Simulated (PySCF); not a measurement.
Two species compared at the same levels of theory.

First species: C6H5F5O2.
SMILES with atom numbers: `[F:1][CH:2]([F:3])[O:4][C@H:5]1[CH:6]=[C:7]([C:8]([F:9])([F:10])[F:11])[CH2:12][O:13]1` (hydrogens: H14 on C2; H15 on C5; H16 on C6; H17, H18 on C12)

Second species: C₄H₉FSi₂.
SMILES: `C=C1[C@@H]([SiH3])C[Si@H]1F`

Levels: PBE0/pcSseg-1 for dipole moment, HOMO energy, LUMO energy and HOMO–LUMO gap; GFN2-xTB for rotational constant A and rotational constant C. Geometries: GFN2-xTB. All species are isolated and taken at one optimised geometry, non-relativistic unless stated; the electronic structure was computed with PySCF and density fitting.

Dipoles, sizes and rotational constants follow the conformer. The torsions of the flexible species, by atom-mapped SMILES:
- `[F:1][CH:2]([F:3])[O:4][C@H:5]1[CH:6]=[C:7]([C:8]([F:9])([F:10])[F:11])[CH2:12][O:13]1`: F1–C2–O4–C5 -77°, C2–O4–C5–C6 180°, C6–C7–C8–F9 119°

Task: Which of the two has the higher HOMO–LUMO gap, and by how much?

Result: The first: 7.34 eV against 6.46 eV, a difference of 0.88 eV.

Task: Which has the higher rotational constant C?

Result: The second: 1.057 GHz against 0.327 GHz, a difference of 0.730 GHz.

Task: Which has the higher rotational constant A?

Result: The second: 2.598 GHz against 2.028 GHz, a difference of 0.570 GHz.

Task: Which has the higher dipole moment?

Result: The first: 2.03 D against 1.86 D, a difference of 0.17 D.

Task: Which has the higher LUMO energy?

Result: The second: -0.95 eV against -1.32 eV, a difference of 0.37 eV.

Task: Which has the higher HOMO energy?

Result: The second: -7.41 eV against -8.66 eV, a difference of 1.25 eV.

On the first: In atomic units the dipole is 0.80 e·bohr (1 au = 2.5417 D).

On the second: In atomic units the dipole is 0.73 e·bohr (1 au = 2.5417 D).
